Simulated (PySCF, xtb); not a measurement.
Si(Cl)2(Br)(vinyl) (C₂H₃BrCl₂Si), SMILES C=C[Si](Cl)(Cl)Br. One conformer was computed; it need not be the lowest.

Harmonic wavenumbers (cm⁻¹) from GFN2-xTB run with xtb 6.7.1 at its own minimum, in rising order: 47, 104, 106, 139, 155, 167, 341, 359, 487, 511, 549, 722, 931, 1013, 1020, 1271, 1413, 1662, 3036, 3089, 3113.

Question: What does PySCF with B3LYP-D3(BJ)/def2-SVP give at its own minimum? (Estimate from the structure and the level; the computed values follow.)

Answer: 69, 125, 125, 164, 194, 200, 352, 371, 524, 568, 620, 725, 1006, 1007, 1019, 1271, 1418, 1671, 3126, 3140, 3223. Paired by order, the mean absolute difference is 33 cm⁻¹ and the zero-point energies are 28.9 and 29.9 kcal/mol.
